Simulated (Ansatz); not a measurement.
Reaction (substitution at a C–N bond): `CN=C=[Se]` + `NBN` → `CNBN` + `N=C=[Se]`

Program: Ansatz. Geometries: PBE0-D4/def2-TZVP. ΔE: electronic, gas phase. CBS: MP2 limit from def2 TZ/QZ plus the TZ coupled-cluster correction, frozen cores. For Se outer-core shells are correlated without core-valence functions, which leaves a few kJ/mol of doubt a bond. Scalar relativity is left out up to krypton. Each species was taken in one conformer, which may not be the lowest.

```
    species  CCSD(T)/CBS(def2) energy (Eh)
`CN=C=[Se]`                    -2533.28687
      `NBN`                     -137.29421
     `CNBN`                     -176.54095
 `N=C=[Se]`                    -2494.03085
```

Question: Work out ΔE.

Answer: ΔE = (-176.54095) + (-2494.03085) − (-2533.28687) − (-137.29421) = 0.00928 Eh = +5.8 kcal/mol.

Largest T1 diagnostic among the species: 0.016.

In def2-TZVPP, CCSD(T) changes the Hartree–Fock value by −4.2 kcal/mol (the triples alone add −1.0 kcal/mol) and MP2 by −3.2 kcal/mol. From PBE to PBE0 (25 % exact exchange), in def2-TZVPP and without D4, ΔE moves by +1.1 kcal/mol.
